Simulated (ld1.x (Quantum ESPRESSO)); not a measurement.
Pt (Z = 78): variants of one TM potential

Base potential:

- Element: platinum (Pt)
- Generator: ld1.x (Quantum ESPRESSO) 7.5
- Type: norm-conserving Troullier–Martins (Kleinman–Bylander form)
- Functional: revPBE
- Relativity: scalar-relativistic
- Frozen core: [Kr] 4d10 4f14
- Valence charge: 18
- Reference configuration: 5s2 5p6 5d10 6s0 6p0
- Partial waves: 5s (bound): rc 1.60 bohr; 5p (bound): rc 1.80 bohr; 5d (bound): rc 1.75 bohr
- Local potential: all-electron potential smoothed inside 1.50 bohr (lloc = -1)
- Core correction: none

Cutoffs, loose and tight: the cutoffs (Ry, on a coarse ladder) from which the occupation-weighted sum of valence levels, in a spherical-Bessel basis at the reference potential, stays within 10 and 1 mRy of its value at 400 Ry. They do not see the model core or the augmentation charge, which bear on the density cutoff. Test errors are all-electron minus pseudo excitation energies from the reference, over the configurations 5s2 5p6 5d9 6s1 6p0; 5s2 5p6 5d9 6s0 6p0; 5s2 5p6 5d8 6s0 6p0; 5s2 5p6 5d8 6s1 6p0; 5s2 5p6 5d9 6s0 6p1; 5s2 5p6 5d7 6s0 6p0; 5s2 5p6 5d9.5 6s0.5 6p0. A dash means not determined; rows that change the core or the reference have their own tests.

```tsv
change	outcome	cutoff, loose	cutoff, tight	bound ghosts	largest test error (meV)
base	generated	55 Ry	80 Ry	none	+835
wave 5d (bound): rc 1.75 bohr becomes 5d (bound): rc 1.14 bohr	generated	80 Ry	140 Ry	none	+837
wave 5d (bound): rc 1.75 bohr becomes 5d (bound): rc 1.34 bohr	generated	70 Ry	90 Ry	none	+834
wave 5d (bound): rc 1.75 bohr becomes 5d (bound): rc 1.54 bohr	generated	55 Ry	80 Ry	none	+834
wave 5d (bound): rc 1.75 bohr becomes 5d (bound): rc 1.72 bohr	generated	55 Ry	80 Ry	none	+835
wave 5d (bound): rc 1.75 bohr becomes 5d (bound): rc 1.90 bohr	generated	55 Ry	80 Ry	none	+835
wave 5d (bound): rc 1.75 bohr becomes 5d (bound): rc 2.12 bohr	generated	55 Ry	80 Ry	none	+835
wave 5d (bound): rc 1.75 bohr becomes 5d (bound): rc 2.24 bohr	generated	55 Ry	80 Ry	none	+836
wave 5d (bound): rc 1.75 bohr becomes 5d (bound): rc 2.44 bohr	generated	55 Ry	80 Ry	none	+841
wave 5d (bound): rc 1.75 bohr becomes 5d (bound): rc 2.62 bohr	generated	55 Ry	80 Ry	none	+852
```

Reading the sweep of the d radius (base included, trends over the rows without a ghost): The loose cutoff falls from 80 Ry at 1.14 to 55 Ry at 2.62 bohr. A larger radius leaves more room for a smooth pseudo-wave, so fewer plane waves are needed; a smaller one forces it to follow the all-electron wave where it bends sharply. The median size of the test errors (rows with all tests solved) stays near 50.7 meV.
